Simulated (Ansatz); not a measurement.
Cost and result up the ladder for Cu(PH3)Cl (CuPH3Cl) (6 atoms). Total charge 0; singlet. Geometry: PBE-D4/def2-TZVP.

```xyz
6

Cu    0.165    0.010    1.420
P    -0.083   -0.005   -0.706
H    -0.521    1.173   -1.369
H    -1.003   -0.912   -1.299
H     1.033   -0.291   -1.539
Cl    0.409    0.026    3.494
```

Ansatz on 4 threads of Arm Neoverse V2 on a shared host. Times are rough, and most runs start from the orbitals of an earlier one. r2SCAN0-D4/def2-TZVP serves as the yardstick here, not as an exact answer. Differences are given only for rows in sets of like size (and for xTB, whose basis is part of the method), since another set adds its own error. Binding counts from free atoms at the same level (Cu doublet, P quartet, H doublet, Cl doublet; other spins of the atoms weren't run), without zero-point energy or a counterpoise term.

B3LYP takes the VWN-RPA correlation. HSE06 is defined as in plane-wave codes, on full-range PBE exchange. Correlated methods freeze 19 core orbitals.

Correlated methods converge slowly with the basis.

```csv
level,functions,binding energy per atom (eV),difference from r2SCAN0-D4/def2-TZVP (eV)
CCSD(T)/def2-TZVPP,190,2.56,-0.05
r2SCAN-D4/def2-TZVP (with forces),137,2.69,0.08
r2SCAN0-D4/def2-TZVP,137,2.61,0.00
r2SCANh-D4/def2-TZVP,137,2.66,0.04
PBE0-D4/def2-SVP,82,2.62,–
PBE0-D4/def2-TZVP,137,2.61,-0.01
B3LYP-D4/def2-TZVP,137,2.63,0.01
revPBE-D4/def2-TZVP,137,2.60,-0.01
PBE-D4/def2-TZVP,137,2.67,0.06
PBE-D4/def2-SVP,82,2.71,–
LDA (SPW92)/def2-TZVP,137,3.05,0.43
MP2/def2-TZVP,137,2.53,-0.08
HSE06-D4/def2-TZVP,137,2.61,-0.01
```

Question: Estimate how long each takes.

Answer: LDA (SPW92)/def2-TZVP 0.5 s; PBE-D4/def2-SVP 0.5 s; PBE0-D4/def2-SVP 0.75 s; MP2/def2-TZVP 0.8 s; PBE-D4/def2-TZVP 0.85 s; revPBE-D4/def2-TZVP 0.9 s; B3LYP-D4/def2-TZVP 1.1 s; PBE0-D4/def2-TZVP 1.2 s; HSE06-D4/def2-TZVP 1.2 s; r2SCANh-D4/def2-TZVP 2.1 s; r2SCAN-D4/def2-TZVP (with forces) 2.2 s; r2SCAN0-D4/def2-TZVP 2.2 s; CCSD(T)/def2-TZVPP 25 s. On shared hardware such times vary by a factor of up to 3.
